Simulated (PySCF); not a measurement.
B₂O₃. Atoms are numbered in the order given.

```xyz
5

O      0.0000     0.0000    -2.5158
B      0.0000     0.0000    -1.3102
O      0.0000     0.0000     0.0000
B      0.0000     0.0000     1.3102
O      0.0000     0.0000     2.5158
```

The structure is a stationary point at PBE0-D3(BJ)/def2-SVP. Other conformers were not sampled.

The numbers are results of PySCF with TDA-ωB97X/def2-SVPD, not measurements.

Vertical excitations; the highest root listed may be one member of a degenerate set.  State labels are in the subgroup D2h.

Q: List the lowest excited states. (Estimate from the structure and the level; the computed values follow.)

A: 
```tsv
state	symmetry	energy (eV)	λ (nm)	f	main pairs
S1	B3u	8.16	152	0.068	HOMO→LUMO (degenerate set)
S2	B2u	8.16	152	0.068	HOMO−1→LUMO (degenerate set)
S3	Au	8.73	142	0.000	HOMO→LUMO+3 42 %, HOMO−1→LUMO+2 42 %
S4	B2g	8.78	141	0.000	HOMO−3→LUMO, HOMO→LUMO+1 (degenerate set)
S5	B3g	8.78	141	0.000	HOMO−2→LUMO, HOMO−1→LUMO+1 (degenerate set)
S6	B1u	8.88	140	0.000	HOMO−1→LUMO+3, HOMO→LUMO+2 (degenerate set)
S7	Au	8.88	140	0.000	HOMO−1→LUMO+2, HOMO→LUMO+3 (degenerate set)
S8	B1g	9.16	135	0.000	HOMO−3→LUMO+3 34 %, HOMO−2→LUMO+2 34 %, HOMO→LUMO+4 10 %, HOMO−1→LUMO+5 10 %
S9	Ag	9.36	132	0.000	HOMO−2→LUMO+3, HOMO−3→LUMO+2, HOMO−1→LUMO+4, HOMO→LUMO+5 (degenerate set)
S10	B1g	9.36	132	0.000	HOMO−2→LUMO+2, HOMO−3→LUMO+3, HOMO−1→LUMO+5, HOMO→LUMO+4 (degenerate set)
T1	B1u	7.74	160	0	HOMO→LUMO+2 38 %, HOMO−1→LUMO+3 38 %
T2	B3u	7.86	158	0	HOMO→LUMO (degenerate set)
T3	B2u	7.86	158	0	HOMO−1→LUMO (degenerate set)
T4	B1u	8.23	151	0	HOMO−1→LUMO+3 40 %, HOMO→LUMO+2 40 %
```
Triplets are in the Tamm–Dancoff approximation.
